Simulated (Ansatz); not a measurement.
Si(SH)2Cl2 (SiH2S2Cl2), relaxed as a singlet with RKS PBE-D4/def2-SVP in Ansatz, starting from the GFN2-xTB geometry. Force threshold 0.02 eV/Å.

Start:

```xyz
7

Si   -0.037    0.048    0.131
S    -1.183    0.138   -1.687
H    -2.243    0.727   -1.147
S     1.787   -0.928   -0.460
H     2.360   -0.874    0.736
Cl   -1.009   -1.010    1.559
Cl    0.326    1.899    0.868
```

**Question.** Estimate the energy that the relaxation releases and the steps that it takes.

**Answer.** 12.0 kJ/mol, in 7 steps; 7.5 s on 4 threads of Arm Neoverse V2 on a shared host. No frequencies were taken in this run, so the end may be a saddle point.

**Question.** Does the start keep its bonding and symmetry?

**Answer.** By distances, no bond broke or formed. The bond that changes most is Si1–Cl6, from 2.03 to 2.08 Å (atoms count from 1). Point group C2v at the start, C2 at the end, both within 0.05 Å.

**Question.** Predict the relaxed structure.

**Answer.** 
```xyz
7

Si   -0.034    0.044    0.120
S    -1.089    0.313   -1.717
H    -2.299    0.400   -1.093
S     1.690   -1.097   -0.418
H     2.437   -0.580    0.600
Cl   -1.274   -0.899    1.494
Cl    0.567    1.819    1.015
```
Bond lengths: 2 × S–Si 2.14 Å; 2 × Cl–Si 2.08 Å; 2 × H–S 1.36 Å.
